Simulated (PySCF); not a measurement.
AlH4NO2, SMILES [NH2][Al]([OH])[OH].

Geometry: B3LYP-D3(BJ)/def2-SVP. The values are those of a single conformer.

The numbers are results of TDA-PBE0/def2-SVPD run with PySCF, not measurements.

Vertical excitations.  State labels are in the subgroup Cs.

```csv
state,symmetry,energy (eV),λ (nm),f,main pairs
S1,A",5.56,223,0.033,HOMO→LUMO 98 %
S2,A",6.91,179,0.000,HOMO−1→LUMO 94 %
S3,A",7.29,170,0.017,"HOMO→LUMO+1 67 %, HOMO→LUMO+2 21 %"
S4,A",7.49,166,0.027,"HOMO→LUMO+2 67 %, HOMO→LUMO+1 25 %"
S5,A',7.55,164,0.019,HOMO−3→LUMO 82 %
S6,A",7.63,163,0.141,HOMO−2→LUMO 90 %
S7,A',7.72,161,0.051,HOMO−4→LUMO 85 %
S8,A',7.96,156,0.194,HOMO→LUMO+3 82 %
S9,A",8.13,153,0.029,"HOMO→LUMO+4 74 %, HOMO→LUMO+5 12 %"
S10,A",8.34,149,0.021,"HOMO→LUMO+5 77 %, HOMO→LUMO+4 12 %"
T1,A",5.22,238,0,HOMO→LUMO 94 %
T2,A",6.63,187,0,HOMO−1→LUMO 90 %
T3,A',6.69,185,0,HOMO→LUMO+3 95 %
T4,A",7.01,177,0,"HOMO−2→LUMO 52 %, HOMO→LUMO+2 26 %, HOMO→LUMO+1 10 %"
```
Triplets are in the Tamm–Dancoff approximation.
